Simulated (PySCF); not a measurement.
CF3SO3CH3, C2H3F3O3S.
Atom-mapped SMILES: `[CH3:1][O:2][S:3](=[O:4])(=[O:5])[C:6]([F:7])([F:8])[F:9]` (hydrogens: H10, H11, H12 on C1)

Geometry (PBE0-D3(BJ)/def2-TZVP, Å), atoms numbered from 1 in this order:
```
atom  x, y, z in Å
C1     1.9898   -0.3528    0.2725
O2     0.5586   -0.4676    0.3912
S3    -0.2936    0.5076   -0.4958
O4    -0.2051    0.1479   -1.8691
O5    -0.1099    1.8552   -0.0781
C6    -1.9273   -0.0782    0.1443
F7    -2.0290    0.1634    1.4386
F8    -2.0753   -1.3717   -0.0770
F9    -2.8669    0.5893   -0.5036
H10    2.2975   -0.5741   -0.7498
H11    2.3095    0.6466    0.5670
H12    2.3904   -1.0956    0.9567
```

Computed with PySCF at wB97X-D/pcSseg-2, non-relativistic, on one gas-phase PBE0-D3(BJ)/def2-TZVP geometry that isn't relaxed in the solvent. The solvent is an IEF-PCM continuum (Bondi radii, 1.10 Å for H, scaled by 1.2). Specific hydrogen bonds and non-electrostatic terms are outside this model.

Gas phase at wB97X-D/pcSseg-2: HOMO -11.28 eV, LUMO 1.98 eV, dipole 3.30 D.

**Question.** What does the continuum do to the energy, the frontier levels and the dipole at wB97X-D/pcSseg-2 in chloroform?

**Answer.** 
```tsv
solvent	ε	E(solvent) − E(gas) (kcal/mol)	polarisation term (kcal/mol)	distortion of the solute (kcal/mol)	HOMO (eV)	LUMO (eV)	dipole (D)
chloroform	4.711	-4.29	-4.69	0.40	-11.26	2.27	3.80
```

The first energy column is the sum of the next two and covers electrostatics alone.

**Question.** Which radius a makes the point-dipole formula ΔE = −[(ε − 1)/(2ε + 1)]·μ²/a³ give the value in chloroform, with the gas-phase dipole?

**Answer.** μ = 1.300 au and |ΔE| = 0.00684 Eh give a = 2.35 Å; the farthest nucleus lies 2.97 Å from the centroid of the nuclei, so such a sphere wouldn't even hold the nuclei. The formula assumes a rigid point dipole at the centre of a sphere.

**Question.** Give the dipole vector in the frame of the coordinates (D, pointing from negative to positive charge), gas and chloroform.

**Answer.** Gas (2.38, -1.67, 1.57), solvent (2.71, -1.94, 1.82). Its length changes by +15 % and its direction by less than 1°.

On an AMD EPYC 7571 with one thread (shared host), this took 3.4 min wall and 2.0 GiB of memory at its peak. This is the whole shielding run at wB97X-D/pcSseg-2 in chloroform, SCF included.

wB97X-D is run here without its empirical dispersion term; that term would change no orbital, density or response property at a fixed geometry.
